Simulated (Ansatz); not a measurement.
Isolated molecules relaxed with PBE0-D4/def2-TZVP in Ansatz; ΔE leaves out vibrations. CCSD(T)/CBS is the MP2 limit (def2-TZVPP, def2-QZVPP) plus CCSD(T) − MP2 in def2-TZVPP, frozen cores. Functionals use def2-TZVPP. B3LYP here is the variant with VWN-RPA as its local correlation; programs differ in this. For Ge outer-core shells are correlated without core-valence functions, which leaves a few kJ/mol of doubt a bond. Scalar relativity is left out up to krypton. One conformer a species, not always the lowest.

Reaction (redistribution): `[NH2][GeH2][Si](N)(O)O` + `C[SiH](N)N` → `C[SiH](N)[GeH2][NH2]` + `N[Si](N)(O)O`

`[NH2][GeH2][Si](N)(O)O`:

```xyz
14

N    -1.182    1.079   -1.898
Ge    0.308    1.170   -0.801
Si    0.004   -0.581    0.791
N     1.538   -1.225    1.149
O    -1.014   -1.702    0.147
O    -0.763   -0.095    2.164
H    -1.188    1.759   -2.647
H    -1.302    0.161   -2.306
H     1.652    1.028   -1.574
H     0.306    2.589   -0.198
H     1.641   -2.007    1.778
H     2.264   -1.216    0.451
H    -1.951   -1.519    0.245
H    -0.312    0.559    2.700
```

`C[SiH](N)N`:

Z-matrix (Å, degrees):
```
C
Si 1 1.868
H 1 1.093 2 111.2
H 1 1.093 2 110.4 3 -120.0
H 1 1.094 2 111.4 3 120.6
N 2 1.714 1 117.3 3 59.8
N 2 1.717 1 105.8 3 -59.0
H 2 1.496 1 108.0 3 175.8
H 6 1.006 2 120.8 1 91.3
H 6 1.007 2 121.8 1 -61.1
H 7 1.007 2 120.3 1 179.7
H 7 1.006 2 120.7 1 -33.2
```

`C[SiH](N)[GeH2][NH2]`:

```xyz
15

C    -1.585   -1.657   -0.105
Si    0.080   -0.940    0.350
N    -0.026    0.027    1.771
Ge    0.901    0.656   -1.229
N     1.014    2.229   -0.237
H    -2.322   -0.867   -0.267
H    -1.510   -2.255   -1.017
H    -1.955   -2.310    0.690
H     1.037   -2.088    0.444
H     0.596    0.820    1.835
H    -0.214   -0.375    2.676
H     0.009    0.805   -2.491
H     2.337    0.390   -1.721
H     1.534    2.960   -0.704
H     0.105    2.602    0.006
```

`N[Si](N)(O)O`:

```xyz
11

N    -1.568   -0.340    0.171
Si    0.069   -0.024   -0.154
N     0.879    0.611    1.195
O     0.384    1.114   -1.303
O     0.599   -1.501   -0.658
H    -2.242    0.391    0.316
H    -1.988   -1.205   -0.123
H     1.500    1.397    1.122
H     0.607    0.401    2.138
H     0.236    0.838   -2.208
H     1.526   -1.680   -0.497
```

```tsv
level	ΔE (eV)
PBE	-0.14
B3LYP	-0.15
CCSD(T)/def2-TZVPP	-0.18
MP2/CBS(def2)	-0.17
```

(1) What does CCSD(T)/CBS give? (Best estimate.)

Largest T1 diagnostic among the species: 0.012.

Answers

(1) The calculation gave: -0.17 eV. The listed levels differ from it by 0.03, 0.02, -0.01, 0.00 eV.

From PBE to PBE0 (25 % exact exchange), in def2-TZVPP and without D4, ΔE moves by −0.04 eV.
